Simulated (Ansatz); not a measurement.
C2H6Se2, charge +1, doublet, geometry from GFN2-xTB (a state made from the parent by changing its charge; the spin is typed, not shown lowest). Base run: Ansatz (a first-principles code) with R2SCAN/3-21G.

Geometry (Å):
```xyz
10

C      2.3776    -0.2164    -0.3083
Se     0.8202     0.5589     0.5637
Se    -0.8202    -0.5589    -0.5637
C     -2.3776     0.2164     0.3083
H      3.2567     0.2388     0.1438
H      2.3581     0.0058    -1.3731
H      2.3992    -1.2919    -0.1461
H     -3.2567    -0.2388    -0.1438
H     -2.3992     1.2919     0.1461
H     -2.3581    -0.0058     1.3731
```
Charge +1, spin multiplicity 2.
Orbitals are unrestricted.
All else is at Ansatz's defaults.
Base energy -4859.22802 Eh.

Variants of this job, named by their change:

```json
[
 {"change": "base", "ΔE vs base (mEh)": "0.000"},
 {"change": "point_charge = charge:0.5 position_ang:0.0929, 1.4543, -6.0969", "ΔE vs base (mEh)": "39.779"},
 {"change": "point_charge = charge:1.0 position_ang:2.5649, -0.8265, -5.6598", "ΔE vs base (mEh)": "81.570"},
 {"change": "accuracy = high", "ΔE vs base (mEh)": "0.056"},
 {"change": "lower_state_search = off", "ΔE vs base (mEh)": "0.000"},
 {"change": "nuclear_model = gaussian", "ΔE vs base (mEh)": "18.018"},
 {"change": "lower_state_search = light", "ΔE vs base (mEh)": "0.000"},
 {"change": "final_grid = 14, 28, 59", "ΔE vs base (mEh)": "0.011"},
 {"change": "final_grid = 6, 12, 29", "ΔE vs base (mEh)": "-0.145"},
 {"change": "final_grid = 4, 8, 17", "ΔE vs base (mEh)": "-5.997"},
 {"change": "fitting.mean_field = def2-universal-JKFIT", "ΔE vs base (mEh)": "-0.425"}
]
```
